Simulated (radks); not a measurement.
Values are calculated unless marked as measured or tabulated.
Q: All-electron atom: Re V in [Xe] 4f14 5d3 (the NIST ground configuration). Code: a radial shooting solver on a logarithmic mesh with Libxc functionals. Model: Dirac Kohn-Sham, B86b exchange with PBE correlation, spin-unpolarised, spherical densities, finite nucleus; open shells fill j = l - 1/2 first; Fermi nuclear charge, rms radius 5.3698 fm. Some entries of the table are withheld. Estimate them.

orbital  occ.  eigenvalue (hartree)  <r^2> (bohr^2)  <r> (bohr)
1s1/2       2             -2630.619       0.0004481     0.01804
2s1/2       2             -457.1524             (1)     0.07559
2p1/2       2             -437.5909             (2)     0.06246
2p3/2       4             -384.6773             (3)     0.07053
3s1/2       2             -107.0871         0.04447         (4)
3p1/2       2             -98.33372         0.04075      0.1869
3p3/2       4             -86.84227         0.04730      0.2019
3d3/2       4             -72.10894         0.03659      0.1765
3d5/2       6             -69.61451         0.03838      0.1811
4s1/2       2             -23.63741          0.2192      0.4405
4p1/2       2             -19.98092          0.2256      0.4450
4p3/2       4             -17.30074          0.2604      0.4784
4d3/2       4             -11.29039          0.2821      0.4934
4d5/2       6             -10.79513          0.2951      0.5047
5s1/2       2              -4.73584           1.190       1.030
5p1/2       2              -3.61878           1.419       1.122
4f5/2       6              -3.23030          0.4086      0.5742
5p3/2       4              -3.20189           1.661       1.214
4f7/2       8              -3.13776          0.4213      0.5828
5d3/2       3              -1.70246           2.861       1.580
5d5/2       0              -1.65722           2.999       1.618

A: 
(1) 2s1/2 <r^2> (bohr^2): 0.006819
(2) 2p1/2 <r^2> (bohr^2): 0.004859
(3) 2p3/2 <r^2> (bohr^2): 0.006057
(4) 3s1/2 <r> (bohr): 0.1969
